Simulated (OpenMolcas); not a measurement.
Cr3+ among 6 point charges of -2 e arranged as a trigonal antiprism (D3d), 1.72 Å from the ion, with a polar angle of 51.5° against the regular 54.74°.

```yaml
Program: OpenMolcas 26.06
Method: CASSCF
Basis: ANO-RCC-VDZP [5s4p2d1f]
Scalar_Hamiltonian: DKH2, point nucleus
Active_space: 3 electrons in 5 orbitals (3d)
State_averaging: 2S+1 = 4 even, 10 roots; 2S+1 = 2 even, 40 roots
Spin-orbit_coupling: RASSI with atomic mean-field integrals over the reference wave functions
```

What is the spin-free ground state (labels of D3, the rotations of D3d)?

4A2, 1-fold in its orbital part, 99 % from free-ion F terms; it has the highest spin that d3 allows.

Where is the first state of the same spin?

4E at 9150 cm-1 above the ground state.

What are the lowest two levels with spin-orbit coupling?

A 2-fold level E1/2 with g = 1.95, 3.81, 3.81, then a 2-fold level E3/2 5.4 cm-1 above it. Their leading multiplicities are 4 (100 %) and 4 (100 %).

What is χT at 300 K, and how does it compare with the textbook value?

The lowest level has 2S+1 = 4, for which the spin-only value is χT = S(S+1) / 2 = 1.875 cm3 K/mol (g = 2). The computed 1.792 at 300 K differs by -0.083, through orbital momentum, spin-orbit coupling and any other state in reach.

Without dynamic correlation the repulsion within the d shell is too large (B by tens of per cent), so at a given field states of lower spin stand too high. Point charges carry no covalency, so the field is a model and not that of real ligands. No measured value stands beside these numbers.
